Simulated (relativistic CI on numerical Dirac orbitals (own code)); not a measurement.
**Spin-allowed bands of a d2 ion in a tetrahedral site, by hand**

Problem. Take Δ = 5000 cm⁻¹ and B = 880 cm⁻¹ for a d2 ion in a tetrahedral site. Calculate the three spin-allowed bands.

Working.
1. The terms of highest spin are 3F (energy 0) and 3P (15B = 13200 cm⁻¹). Here the F term splits into A2 at −1.2Δ = -6000, T2 at −0.2Δ = -1000 and T1 at +0.6Δ = 3000 cm⁻¹.
2. The two T1 states mix through the element 0.4Δ: H = [[3000, 2000], [2000, 13200]], with roots ½(H₁₁ + H₂₂) ∓ ½√[(H₂₂ − H₁₁)² + 4H₁₂²] = ½(16200) ∓ ½(10956) = 2622 and 13578 cm⁻¹.
3. The ground term is 3A2 at -6000 cm⁻¹.
4. Bands: 3T2 5000 cm⁻¹ (2000 nm), 3T1(F) 8622 cm⁻¹ (1160 nm), 3T1(P) 19578 cm⁻¹ (511 nm).

Check. Exact diagonalisation of the whole d2 shell with these parameters gives 3T2 5000, 3T1 8622, 3T1 19578 cm⁻¹. The match is exact, since without spin-orbit coupling no other term has this spin. The ratio of the second band to the first, 1.724, depends on Δ/B = 5.7 alone, which is how a Tanabe-Sugano diagram is read.
